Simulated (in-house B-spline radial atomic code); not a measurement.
A run on Ar (an excited or competing configuration) that did not converge. Method: scalar-relativistic (X2C) r2SCAN, spin-polarised, spherical fractional occupations, Fermi nucleus of rms radius 3.4274 fm; computed with an all-electron radial atomic-structure program (B-spline basis). In the input, 2p2,3 would mean two up and three down electrons.

Command:
```bash
python run_scf.py task.json out
```
Settings (nuclear radius in fm, mass in u):
```
Z                18
configuration    1s2 2s2 2p6 3s2 3p3,2 4s0,1
hamiltonian      x2c
method           r2scan
spin_polarised   True
nucleus          fermi
rms_radius       3.4274
atomic_mass      39.96238
speed_of_light   137.035999084
```

First and last ten iterations of the last attempt (damped for 15 steps, keeping 80 % of the old Fock matrix, then DIIS):
```
 iter        energy (Eh)    residual
    1        -528.895061    3.33e-02
    2        -528.898041    1.44e-03
    3        -528.898052    1.11e-03
    4        -528.898059    8.64e-04
    5        -528.898063    6.75e-04
    6        -528.898065    5.30e-04
    7        -528.898067    4.32e-04
    8        -528.898067    3.56e-04
    9        -528.898068    2.92e-04
   10        -528.898068    2.40e-04
  111        -528.898069    1.02e-06
  112        -528.898069    1.01e-06
  113        -528.898069    1.01e-06
  114        -528.898069    1.03e-06
  115        -528.898069    8.24e-07
  116        -528.898069    8.98e-07
  117        -528.898069    6.36e-07
  118        -528.898069    6.96e-07
  119        -528.898069    1.50e-06
  120        -528.898069    1.46e-06
 not converged after 120 iterations
```

The smallest residual met was 2.4e-07; the threshold is about 2e-07. Over the last five steps the energy moves by less than 1e-08 hartree, but the orbitals didn't meet the threshold. Cost of the run: 2.4 s on 1 thread of Arm Neoverse V1, on a shared host.
